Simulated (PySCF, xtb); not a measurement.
aminoborane (BH4N), SMILES NB.

Harmonic wavenumbers (cm⁻¹) from GFN2-xTB (xtb) at its own minimum, in rising order: 635, 742, 768, 872, 1043, 1138, 1367, 1555, 2616, 2646, 3480, 3514.

**Question.** What does PBE-D3(BJ)/def2-TZVP (PySCF) give at its own minimum? (The exact figures need the calculation; the answer reports its results.)

**Answer.** 611, 723, 848, 972, 1102, 1122, 1333, 1596, 2521, 2604, 3497, 3586. Paired by order, the mean absolute difference is 50 cm⁻¹ and the zero-point energies are 29.1 and 29.3 kcal/mol.
